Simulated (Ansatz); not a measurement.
Steps of a relaxation of C$_{2}$H$_{7}$NZn (`C[N](C)[ZnH]`) with RKS PBE0-D4/def2-TZVP.

```sh
$ ansatz run in.yaml --threads 4 --pin off --events-out ev --progress --plain --max-ram 10444MiB
```

```yaml
crystal:
  periodic: [false, false, false]
  atoms:
    - {symbol: C, position_ang: [-0.331197, 1.173458, -0.509457]}
    - {symbol: N, position_ang: [-0.104217, -0.188357, -0.094402]}
    - {symbol: C, position_ang: [0.974351, -0.328036, 0.852034]}
    - {symbol: Zn, position_ang: [-1.152070, -1.583081, -0.628389]}
    - {symbol: H, position_ang: [-1.159188, 1.242508, -1.247022]}
    - {symbol: H, position_ang: [-0.599166, 1.852710, 0.343077]}
    - {symbol: H, position_ang: [0.571390, 1.630676, -0.994240]}
    - {symbol: H, position_ang: [0.800184, 0.242963, 1.802617]}
    - {symbol: H, position_ang: [1.129775, -1.389861, 1.139661]}
    - {symbol: H, position_ang: [1.952452, 0.042511, 0.446184]}
    - {symbol: H, position_ang: [-2.016916, -2.752491, -1.089663]}
basis:
  gaussian: {orbitals: def2-TZVP}
hamiltonian: {xc: pbe0, dispersion: d4}
relax: {f_tol: 0.005, max_steps: 150}
```

Positions (Å) and forces (eV/Å) along the path, 6 of 6 steps:

```xyz
11
step=1 energy=-52087.6376 eV
C    -0.331    1.173   -0.509    0.017    0.470   -0.076
N    -0.104   -0.188   -0.094    0.021    0.066    0.056
C     0.974   -0.328    0.852    0.369    0.062    0.292
Zn   -1.152   -1.583   -0.628    0.065    0.074    0.020
H    -1.159    1.243   -1.247    0.405   -0.067    0.369
H    -0.599    1.853    0.343    0.131   -0.412   -0.393
H     0.571    1.631   -0.994   -0.431   -0.300    0.244
H     0.800    0.243    1.803    0.017   -0.280   -0.512
H     1.130   -1.390    1.140   -0.103    0.518   -0.161
H     1.952    0.043    0.446   -0.530   -0.186    0.140
H    -2.017   -2.752   -1.090    0.040    0.055    0.022
11
step=2 energy=-52087.6733 eV
C    -0.325    1.169   -0.503   -0.005    0.200   -0.044
N    -0.108   -0.190   -0.092   -0.060   -0.061   -0.009
C     0.970   -0.320    0.848    0.159    0.011    0.128
Zn   -1.150   -1.582   -0.629    0.048    0.055    0.015
H    -1.144    1.242   -1.231    0.119   -0.009    0.108
H    -0.585    1.833    0.347    0.048   -0.130   -0.127
H     0.573    1.609   -0.981   -0.139   -0.093    0.081
H     0.790    0.251    1.781    0.009   -0.086   -0.167
H     1.126   -1.369    1.136   -0.023    0.154   -0.040
H     1.930    0.048    0.434   -0.170   -0.057    0.048
H    -2.012   -2.749   -1.090    0.013    0.017    0.007
11
step=3 energy=-52087.6773 eV
C    -0.324    1.168   -0.500    0.002    0.036   -0.009
N    -0.113   -0.191   -0.090   -0.052   -0.058   -0.014
C     0.968   -0.318    0.847    0.030    0.003    0.021
Zn   -1.148   -1.582   -0.631    0.020    0.021    0.004
H    -1.141    1.247   -1.222   -0.005   -0.001   -0.001
H    -0.575    1.825    0.349    0.000   -0.001    0.009
H     0.573    1.597   -0.977    0.008   -0.001   -0.006
H     0.788    0.257    1.771   -0.006    0.006    0.003
H     1.125   -1.359    1.140   -0.002   -0.004    0.002
H     1.919    0.048    0.428    0.006    0.001   -0.008
H    -2.008   -2.749   -1.094    0.000    0.000   -0.001
11
step=4 energy=-52087.6776 eV
C    -0.324    1.168   -0.497   -0.018   -0.007   -0.009
N    -0.123   -0.193   -0.081    0.026    0.033    0.011
C     0.966   -0.316    0.849   -0.007   -0.020    0.003
Zn   -1.145   -1.585   -0.638    0.000   -0.002   -0.002
H    -1.149    1.251   -1.211   -0.003    0.004   -0.001
H    -0.561    1.830    0.353    0.004   -0.003   -0.002
H     0.571    1.587   -0.985   -0.002   -0.006    0.003
H     0.794    0.270    1.767    0.001    0.001   -0.005
H     1.117   -1.356    1.152    0.002   -0.001    0.004
H     1.917    0.039    0.418   -0.006    0.000   -0.002
H    -1.999   -2.753   -1.107    0.003    0.002    0.000
11
step=5 energy=-52087.6777 eV
C    -0.326    1.169   -0.497    0.001    0.001    0.000
N    -0.125   -0.191   -0.077   -0.001   -0.002    0.000
C     0.965   -0.317    0.850    0.001    0.001    0.000
Zn   -1.142   -1.585   -0.640    0.000    0.000    0.000
H    -1.155    1.252   -1.205   -0.001    0.000    0.000
H    -0.555    1.833    0.353    0.000    0.000    0.000
H     0.568    1.584   -0.991   -0.001   -0.001   -0.001
H     0.799    0.275    1.766    0.000    0.000    0.000
H     1.111   -1.356    1.159   -0.001   -0.001    0.000
H     1.917    0.031    0.416   -0.001   -0.001    0.000
H    -1.993   -2.753   -1.113    0.001    0.001    0.000
11
step=6 energy=-52087.6777 eV
C    -0.327    1.169   -0.496    0.001   -0.001    0.000
N    -0.128   -0.190   -0.074   -0.001    0.001    0.002
C     0.965   -0.317    0.851    0.000    0.000   -0.001
Zn   -1.140   -1.585   -0.642    0.000   -0.001    0.000
H    -1.160    1.253   -1.199    0.001    0.000    0.001
H    -0.549    1.836    0.354    0.000   -0.001   -0.001
H     0.565    1.580   -0.997   -0.001    0.001    0.000
H     0.803    0.280    1.764    0.000   -0.001   -0.001
H     1.106   -1.355    1.165    0.000    0.001    0.000
H     1.917    0.025    0.413    0.000    0.000    0.001
H    -1.988   -2.754   -1.119    0.000    0.000    0.000
```

Hardware: 4 threads of an Arm Neoverse V2 on a shared host. Wall time 17 s, peak host memory 0.48 GiB.
